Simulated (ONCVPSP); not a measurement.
**tellurium, ONCV: configuration errors across variants**

Te, optimised norm-conserving Vanderbilt (ONCV), made with ONCVPSP 4.0.1 (LDA (Perdew-Zunger), scalar-relativistic). Core [Kr] 4d10, reference 5s2 5p4. Waves: 5s: rc 1.85 bohr, ncon 4, nbas 8, qcut 3.3 1/bohr, 2 projectors, debl 0.7 Ha; 5p: rc 2.35 bohr, ncon 4, nbas 8, qcut 3.3 1/bohr, 2 projectors, debl 0.5 Ha; d scattering state at 0.02 Ha: rc 2.40 bohr, ncon 3, nbas 6, qcut 3.9 1/bohr, 2 projectors, debl 0.6 Ha. Local part: polynomial inside 1.55 bohr (lpopt 5, dvloc0 3 Ha). Core correction: Teter function, fcfact 1.5, rcfact 1.45.

All-electron excitation energies from the reference (eV): (1) 5s2 5p3 9.916; (2) 5s2 5p2 28.089; (3) 5s2 5p1 55.321; (4) 5s2 5p3.5 3.985.

4 further variants failed, have other tests or too few solved ones, and are left out.

Errors AE − PS in meV (a dash: test not solved or not reliable):

```tsv
change	(1)	(2)	(3)	(4)	bound ghosts	GHOST(+) flags above zero
base	-5.5	-26	-78	-1.6	none	s, d
s: qcut 2	-5.3	-25	-72	-1.5	none	s, d
s: qcut 2.2	-5.3	-25	-72	-1.5	none	s, d
s: qcut 2.9	-5.4	-26	-76	-1.6	none	s, d
s: qcut 3.5	-5.5	-27	-79	-1.6	none	s, d
```

Q: Give the same row for: s: qcut 2.6.

A: -5.3, -25, -74, -1.6; bound ghosts: none; GHOST(+) flags above zero: s, d.
